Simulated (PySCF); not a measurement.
A TDDFT job was run through a driver script with this input:

```
{"job": {"kind": "uv", "xc": "CAM-B3LYP", "basis": "def2-SVPD", "nstates": 8, "ntriplets": 3}, "charge": 0, "multiplicity": 1}
C     -2.350199    -0.125605    -0.525368
C     -1.478536    -0.145200     0.476631
C     -0.032293    -0.030138     0.353828
C      0.788254    -0.047320     1.401935
Ga     2.622130     0.143374     0.594247
F      4.340635     0.240046     0.919711
O      1.950529     0.219822    -1.090336
C      0.563722     0.117793    -1.049045
H     -2.054057    -0.018927    -1.554409
H     -3.407248    -0.215986    -0.341803
H     -1.835264    -0.254963     1.492839
H      0.513003    -0.144679     2.436779
H      0.252008    -0.756032    -1.635834
H      0.126637     1.017342    -1.501340
```

The program printed, after the SCF cycles:

```
converged SCF energy = -2293.5443453518

Static polarisability (au): isotropic 89.218, principal 56.981 77.331 133.340

Singlet excitations
state   eV       nm        f      main configurations
  1   5.3498    231.8   0.45650   H->L 0.95
  2   5.5759    222.4   0.00871   H->L+1 0.72, H-2->L 0.18
  3   5.7266    216.5   0.00001   H-2->L 0.77, H->L+1 0.18
  4   5.8093    213.4   0.07788   H-1->L 0.89
  5   5.9637    207.9   0.01348   H-1->L+1 0.89
  6   6.2780    197.5   0.01266   H-3->L 0.92
  7   6.4514    192.2   0.03880   H-2->L+1 0.71, H->L+2 0.15
  8   7.0918    174.8   0.02686   H->L+3 0.80

Triplet excitations (Tamm-Dancoff, eV): 3.2989 4.9040 5.3354
```

Method used: TDDFT CAM-B3LYP/def2-SVPD, vertical, gas phase, core orbitals frozen in the response (PySCF). Geometry: GFN2-xTB, one conformer, isolated molecule. Relativistic effects, spin–orbit coupling among them, are left out although an element past zinc is present.

Task: What is the gap between the lowest singlet and the lowest triplet?

Result: 5.3498 − 3.2989 = 2.0509 eV (full response against Tamm–Dancoff).

Task: How many basis functions and electrons does this run hold?

Result: 232 basis functions for 84 electrons in 42 doubly occupied orbitals.

Task: What share of the summed oscillator strength falls to the strongest level in this window?

Result: State 1 at 232 nm: 0.4565 of 0.6349, or 72%.

Task: Which orbital energies lie behind H and L?

Result: HOMO -8.67 eV and LUMO -0.73 eV, a gap of 7.94 eV; state 1 differs from that by -2.59 eV.

Task: What is the total energy of state 7 at this geometry?

Result: -2293.54435 + 0.23708 = -2293.30727 hartree.

Task: Write the structure that the coordinates describe.

Result: `C=CC1=[CH][Ga]([F])[O]C1` (C5H6FGaO), point group Cs.

H and L stand for HOMO and LUMO.

The values belong to the conformer `[CH2:1]=[CH:2][C:3]1=[CH:4][Ga:5]([F:6])[O:7][CH2:8]1`: C1–C2–C3–C4 179°.
